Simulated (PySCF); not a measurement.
# From computed data to an observable: dipole moment from atomic charges

Sn(F)2(Cl)(OMe) (CH3ClF2OSn), SMILES [Sn]([O]C)([Cl])([F])[F]. Atoms are numbered in the order given.

```xyz
9

C      0.7984    -2.7135     0.0000
O      1.2013    -1.3581     0.0000
Sn    -0.1430     0.0533     0.0000
F     -1.3037    -0.1416    -1.5154
F     -1.3037    -0.1416     1.5154
Cl     0.8282     2.1358     0.0000
H      0.2121    -2.9791     0.8970
H      0.2121    -2.9791    -0.8970
H      1.7155    -3.3222     0.0000
```

Geometry optimised at PBE0-D3(BJ)/def2-SVP. The structure was generated by enumeration; whether it is a known compound was not checked. The def2 effective core potentials stand for the cores of Sn; spin–orbit coupling is left out. One conformer was computed; it need not be the lowest.

Charges (e) from PBE/def2-TZVP (PySCF):

```csv
atom,ESP fit,Mulliken
C1,-0.155,-0.223
O2,-0.304,-0.425
Sn3,0.769,1.338
F4,-0.273,-0.410
F5,-0.273,-0.410
Cl6,-0.105,-0.272
H7,0.113,0.132
H8,0.113,0.132
H9,0.116,0.138
```

The dipole moment of the full density is 1.93 D.

### Question
What dipole moment does each set of point charges give, and which comes closer to that of the density?

### Answer

μ = Σ q r, and 1 e Å = 4.8032 D.
ESP fit: Σ q r = (0.273, -0.331, 0.000) e Å, |μ| = 2.06 D.
Mulliken: Σ q r = (0.257, -0.456, 0.000) e Å, |μ| = 2.51 D.
ESP fit comes closer in size. Point charges leave out the atoms' own dipoles (lone pairs, polarised bonds); fits to the potential absorb them, partitions of the density don't.
